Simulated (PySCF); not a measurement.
A side-by-side comparison of computed properties.

First species: C₅H₁₃NOSi₂.
Z-matrix (Å and degrees, GFN2-xTB geometry), rows numbered from 1:
```
C 
O   1  1.4021
C   2  1.4073  1  112.52
C   3  1.5046  2  111.32  1   179.65
C   4  1.4527  3  115.15  2   178.99
N   5  1.2612  4  121.36  3     1.30
C   4  1.3389  3  122.91  2    -1.07
Si  7  1.8829  4  127.00  3   179.82
Si  8  2.3151  7  111.70  4   -61.36
H   1  1.0977  2  111.29  3   -60.25
H   1  1.0886  2  106.74  3  -179.61
H   1  1.0977  2  111.32  3    61.01
H   3  1.1021  2  110.64  1    58.78
H   3  1.1020  2  110.63  1   -59.32
H   5  1.1015  4  114.19  3  -178.61
H   6  1.0167  5  115.55  4  -179.80
H   7  1.0818  4  115.65  3     0.54
H   8  1.4700  7  105.35  4   175.60
H   8  1.4725  7  108.22  4    63.20
H   9  1.4662  8  112.33  7    -5.20
H   9  1.4645  8  112.80  7  -126.28
H   9  1.4677  8  111.85  7   114.14
```

Second species: C6H10ClPSi2.
SMILES with atom numbers: `[Cl:1][SiH2:2][PH:3][SiH2:4][c:5]1[cH:6][cH:7][cH:8][cH:9][cH:10]1` (hydrogens: H11, H12 on Si2; H13 on P3; H14, H15 on Si4; H16 on C6; H17 on C7; H18 on C8; H19 on C9; H20 on C10)

Levels: PBE0/pcSseg-1 for dipole moment, HOMO energy, LUMO energy and HOMO–LUMO gap; GFN2-xTB for rotational constant A and rotational constant C. Geometries: GFN2-xTB. Each structure is a single optimised conformer of the isolated species, non-relativistic unless stated. Electronic properties by PySCF.

Dipoles, sizes and rotational constants follow the conformer. The torsions of the flexible species, by atom-mapped SMILES:
- `[H]/[N:6]=[CH:5]/[C:4]([CH2:3][O:2][CH3:1])=[CH:7]\[SiH2:8][SiH3:9]`: C1–O2–C3–C4 180°, O2–C3–C4–C5 179°, C3–C4–C5–N6 1°, C4–C7–Si8–Si9 -61°
- `[Cl:1][SiH2:2][PH:3][SiH2:4][c:5]1[cH:6][cH:7][cH:8][cH:9][cH:10]1`: Cl1–Si2–P3–Si4 165°, Si2–P3–Si4–C5 70°, P3–Si4–C5–C6 -119°

Which of the two has the higher HOMO–LUMO gap, and by how much?

The second: 6.46 eV against 5.68 eV, a difference of 0.78 eV.

Which of the two has the higher rotational constant A, and by how much?

The first: 1.727 GHz against 1.279 GHz, a difference of 0.448 GHz.

Which of the two has the higher HOMO energy, and by how much?

The first: -7.33 eV against -7.40 eV, a difference of 0.07 eV.

Which has the higher rotational constant C?

The first: 0.458 GHz against 0.318 GHz, a difference of 0.140 GHz.

Which of the two has the higher LUMO energy, and by how much?

The second: -0.94 eV against -1.65 eV, a difference of 0.71 eV.

Which of the two has the higher dipole moment, and by how much?

The second: 2.44 D against 0.46 D, a difference of 1.98 D.

On the first: A dipole of 0.46 D is allowed in C1, and pure rotational transitions are dipole-allowed. In atomic units the dipole is 0.18 e·bohr (1 au = 2.5417 D).

On the second: The dipole matches unit charges of opposite sign 0.51 Å apart (1 e·Å = 4.8032 D). A dipole of 2.44 D is allowed in C1, and pure rotational transitions are dipole-allowed.
